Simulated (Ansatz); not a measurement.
Born–Oppenheimer molecular dynamics of Cl$_{2}$GaH$_{3}$O (7 atoms, charge 0, multiplicity 1). It starts at the highest image of a converged band, a first-order saddle point between two minima.

Theory: RKS PBE-D4/def2-SVP in Ansatz.

| Item | Value |
| --- | --- |
| ensemble | NVE (velocity Verlet) |
| time step | 0.5 fs |
| steps asked | 200 |
| starting velocities drawn for | 100 K |
| seed | 11846 |

Frames 1 fs apart, positions in Å, forces in eV/Å.

Velocities at 80 fs (Å/ps):

```
Ga 1.31 4.46 -3.41
O -0.44 -8.73 -1.09
H -12.31 4.46 2.39
Cl -7.12 -1.63 3.80
Cl 5.50 -3.85 3.94
H 12.12 39.98 -2.87
H -26.46 -21.41 -18.83
```

```xyz
7
Properties=species:S:1:pos:R:3:forces:R:3 time_fs=80 energy_less_start_eV=-0.536 T=928
Ga 0.134 0.654 -0.248 -0.19 -1.88 0.15
O -0.110 -0.561 2.266 -0.27 0.58 0.78
H -0.978 -0.685 2.761 1.23 0.33 -0.71
Cl 1.887 -0.596 -0.945 -0.98 0.71 0.25
Cl -1.901 -0.180 -0.773 1.10 0.59 0.16
H 0.436 1.905 0.607 -0.07 0.37 -0.09
H 0.455 0.015 2.859 -0.83 -0.71 -0.54
7
Properties=species:S:1:pos:R:3:forces:R:3 time_fs=81 energy_less_start_eV=-0.557 T=959
Ga 0.135 0.658 -0.252 -0.12 -1.49 0.39
O -0.111 -0.570 2.265 -1.36 -0.32 -0.04
H -0.985 -0.679 2.760 1.31 0.27 -0.84
Cl 1.880 -0.598 -0.941 -0.93 0.69 0.24
Cl -1.896 -0.184 -0.769 1.07 0.60 0.16
H 0.447 1.946 0.604 -0.16 -0.01 -0.32
H 0.426 -0.008 2.838 0.19 0.27 0.41
7
Properties=species:S:1:pos:R:3:forces:R:3 time_fs=82 energy_less_start_eV=-0.528 T=917
Ga 0.137 0.663 -0.255 -0.06 -1.16 0.58
O -0.112 -0.579 2.264 -1.97 -1.22 -1.18
H -0.979 -0.670 2.751 0.84 0.13 -0.68
Cl 1.872 -0.599 -0.937 -0.88 0.67 0.22
Cl -1.890 -0.188 -0.765 1.03 0.60 0.15
H 0.458 1.988 0.597 -0.24 -0.34 -0.50
H 0.399 -0.029 2.822 1.27 1.32 1.41
7
Properties=species:S:1:pos:R:3:forces:R:3 time_fs=83 energy_less_start_eV=-0.511 T=891
Ga 0.138 0.667 -0.258 -0.02 -0.89 0.71
O -0.115 -0.588 2.263 -1.39 -1.36 -1.85
H -0.965 -0.661 2.736 -0.11 -0.04 -0.26
Cl 1.865 -0.600 -0.933 -0.82 0.65 0.21
Cl -1.884 -0.191 -0.761 0.99 0.60 0.15
H 0.465 2.026 0.586 -0.30 -0.59 -0.62
H 0.383 -0.038 2.818 1.64 1.64 1.66
7
Properties=species:S:1:pos:R:3:forces:R:3 time_fs=84 energy_less_start_eV=-0.533 T=924
Ga 0.139 0.670 -0.261 0.00 -0.70 0.79
O -0.118 -0.599 2.260 0.35 -0.49 -1.59
H -0.952 -0.651 2.718 -1.21 -0.15 0.28
Cl 1.857 -0.601 -0.929 -0.76 0.62 0.19
Cl -1.877 -0.194 -0.757 0.95 0.59 0.14
H 0.470 2.058 0.568 -0.34 -0.76 -0.68
H 0.383 -0.032 2.830 1.01 0.89 0.87
7
Properties=species:S:1:pos:R:3:forces:R:3 time_fs=85 energy_less_start_eV=-0.540 T=934
Ga 0.140 0.674 -0.264 0.00 -0.58 0.82
O -0.121 -0.609 2.256 1.91 0.64 -0.77
H -0.951 -0.643 2.703 -1.79 -0.15 0.57
Cl 1.848 -0.602 -0.925 -0.70 0.59 0.17
Cl -1.871 -0.197 -0.753 0.90 0.59 0.13
H 0.472 2.083 0.544 -0.35 -0.85 -0.69
H 0.391 -0.018 2.850 0.03 -0.22 -0.24
7
Properties=species:S:1:pos:R:3:forces:R:3 time_fs=86 energy_less_start_eV=-0.534 T=926
Ga 0.142 0.678 -0.267 -0.02 -0.54 0.82
O -0.123 -0.620 2.252 2.22 1.39 0.23
H -0.966 -0.636 2.693 -1.37 -0.09 0.37
Cl 1.840 -0.603 -0.921 -0.63 0.55 0.15
Cl -1.863 -0.200 -0.749 0.85 0.57 0.12
H 0.470 2.100 0.514 -0.35 -0.85 -0.65
H 0.401 -0.005 2.868 -0.70 -1.04 -1.04
7
Properties=species:S:1:pos:R:3:forces:R:3 time_fs=87 energy_less_start_eV=-0.544 T=942
Ga 0.143 0.681 -0.270 -0.07 -0.58 0.76
O -0.124 -0.629 2.248 1.45 1.69 1.06
H -0.994 -0.631 2.686 -0.28 -0.03 -0.15
Cl 1.831 -0.603 -0.916 -0.56 0.51 0.13
Cl -1.856 -0.203 -0.745 0.80 0.56 0.11
H 0.465 2.109 0.477 -0.32 -0.77 -0.56
H 0.404 -0.002 2.877 -1.02 -1.38 -1.35
7
Properties=species:S:1:pos:R:3:forces:R:3 time_fs=88 energy_less_start_eV=-0.575 T=989
Ga 0.144 0.685 -0.273 -0.13 -0.70 0.66
O -0.124 -0.637 2.245 0.32 1.59 1.41
H -1.024 -0.625 2.678 0.77 -0.02 -0.63
Cl 1.823 -0.603 -0.912 -0.49 0.46 0.11
Cl -1.849 -0.206 -0.740 0.74 0.54 0.10
H 0.457 2.110 0.436 -0.28 -0.60 -0.44
H 0.397 -0.013 2.872 -0.94 -1.27 -1.22
7
Properties=species:S:1:pos:R:3:forces:R:3 time_fs=89 energy_less_start_eV=-0.620 T=1058
Ga 0.145 0.688 -0.275 -0.21 -0.90 0.52
O -0.123 -0.645 2.242 -0.78 1.07 1.09
H -1.048 -0.620 2.664 1.40 -0.05 -0.88
Cl 1.814 -0.604 -0.908 -0.41 0.41 0.09
Cl -1.841 -0.208 -0.736 0.68 0.52 0.09
H 0.446 2.106 0.390 -0.22 -0.34 -0.27
H 0.382 -0.035 2.856 -0.47 -0.72 -0.65
7
Properties=species:S:1:pos:R:3:forces:R:3 time_fs=90 energy_less_start_eV=-0.646 T=1098
Ga 0.147 0.692 -0.278 -0.30 -1.18 0.35
O -0.124 -0.651 2.240 -1.69 0.15 0.11
H -1.058 -0.615 2.641 1.49 -0.09 -0.88
Cl 1.805 -0.604 -0.904 -0.33 0.36 0.07
Cl -1.833 -0.211 -0.732 0.62 0.50 0.08
H 0.433 2.099 0.341 -0.14 0.00 -0.08
H 0.362 -0.063 2.834 0.35 0.25 0.34
7
Properties=species:S:1:pos:R:3:forces:R:3 time_fs=91 energy_less_start_eV=-0.632 T=1078
Ga 0.148 0.695 -0.280 -0.40 -1.50 0.18
O -0.125 -0.658 2.238 -2.06 -0.83 -1.14
H -1.055 -0.611 2.611 1.00 -0.10 -0.65
Cl 1.796 -0.604 -0.900 -0.25 0.31 0.05
Cl -1.825 -0.213 -0.728 0.55 0.47 0.08
H 0.419 2.091 0.291 -0.05 0.40 0.11
H 0.345 -0.089 2.816 1.21 1.25 1.38
```

Of the whole run (100 fs, mean temperature of the second half 1003 K): The conserved energy stayed within 0.31 meV per atom of its start (net change -0.031 meV per atom), so the integration is sound. The kinetic energy rose, since the run started high on the potential surface and went downhill. It ends in pieces (Cl2GaH + H2O), so much of that is their flight and rotation, not heat. A run of 0.1 ps of so small a system gives no equilibrium averages. The orbitals stay closed-shell, which can raise the energy where a bond breaks towards radicals; this wasn't checked here.

Run time: 4.8 min on 2 threads of Arm Neoverse V1, with other jobs on the host, peak memory 0.14 GiB.
